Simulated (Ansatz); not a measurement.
System: ethylsilane, C$_{2}$H$_{8}$Si (charge 0, singlet). SMILES: CC[SiH3]
Geometry: optimised at B3LYP-D3(BJ)/def2-TZVP (Ansatz, a first-principles code).

Wanted: vertical triplet-singlet gap (E(triplet) - E(singlet); each state is the SCF solution reached for its spin; for the triplet T1 is 0.057), in kJ/mol. Valence correlation only, unless marked. UHF or UKS for open shells. Spin-orbit coupling is left out. No relativistic terms. CBS(X,Y): correlation extrapolated as X^-3; Hartree-Fock from the larger set. [CCSD(T)-MP2]/basis is that difference in the basis named.

RI-MP2/CBS(aug-cc-pV(T+d)Z,aug-cc-pV(Q+d)Z)+[CCSD(T)-MP2]/aug-cc-pV(T+d)Z (Ansatz) gives 731.4 kJ/mol.

Q: Another calculation gave 721.0 kJ/mol. Which level was it?
(A) B2PLYP/def2-TZVPD (Ansatz)
(B) wB97M-V/def2-TZVPD (Ansatz)
(C) BHLYP/def2-TZVPD (Ansatz)
(D) SVWN5/def2-TZVPD (Ansatz)

A: A, B2PLYP/def2-TZVPD (Ansatz). The others give 744.2 (wB97M-V), 731.8 (BHLYP), 659.8 (SVWN5) kJ/mol.
